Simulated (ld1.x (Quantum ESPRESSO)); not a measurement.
**Before and after: TM semilocal potential for scandium (Sc)**

```
Element                 : Sc (Z = 21)
Generator               : ld1.x (Quantum ESPRESSO) 7.5
Type                    : norm-conserving Troullier–Martins (semilocal form)
Functional              : BLYP
Relativity              : non-relativistic
Frozen core             : [Ar]
Valence charge          : 3
Reference configuration : 3d1 4s1.5 4p0.5
Partial waves           : 4s (bound): rc 2.15 bohr; 3d (bound): rc 1.85 bohr; 4p (bound): rc 4.20 bohr
Local potential         : the p channel
Core correction         : a·sin(br)/r model core inside 1.65 bohr
```

Change: all radii but the core radius scaled by about 1.20 (s 2.58, p 5.04, d 2.22 bohr).

Cutoffs: the cutoffs (Ry, on a coarse ladder) from which the occupation-weighted sum of valence levels, in a spherical-Bessel basis at the reference potential, stays within 10 and 1 mRy of its value at 400 Ry; they do not see the model core or the augmentation charge, which bear on the density cutoff. Errors are all-electron minus pseudo energies relative to the spin-unpolarised reference configuration.

What does the change do?

The potential gets softer (50 Ry and 70 Ry → 40 Ry and 45 Ry); of the 7 tests that both files solve, the error grows in 4 and shrinks in 0 by more than 15 % and 0.3 meV (median size 16.2 → 22.6 meV); neither file shows a bound ghost. A larger radius leaves more room for a smooth pseudo-wave, so fewer plane waves are needed. More of the atom is replaced by a form fitted at one configuration, so other configurations suffer. A semilocal file is local in each channel, so a ghost entry of none says nothing of the separable form that plane-wave codes build from it.

```csv
quantity,base,changed
"cutoff, loose",50 Ry,40 Ry
"cutoff, tight",70 Ry,45 Ry
loose cutoff by channel (10 mRy a level),"s 12 Ry, d 50 Ry, p 6 Ry","s 6 Ry, d 40 Ry, p 6 Ry"
bound ghosts,none,none
"error for 3d1 4s2 4p0, meV [ΔE -1.36 eV]",0.0,+0.4
"error for 3d1 4s1 4p0, meV [ΔE 5.42 eV]",+1.0,-2.5
"error for 3d1 4s0 4p0, meV [ΔE 18.25 eV]",-16,-23
"error for 3d2 4s0 4p0, meV [ΔE 6.06 eV]",-156,-174
"error for 3d1 4s0 4p2, meV [ΔE 4.34 eV]",-5.1,+5.5
"error for 3d2 4s1 4p0, meV [ΔE 0.18 eV]",-92,-104
"error for 3d0 4s2 4p0, meV [ΔE 7.08 eV]",+57,-174
```
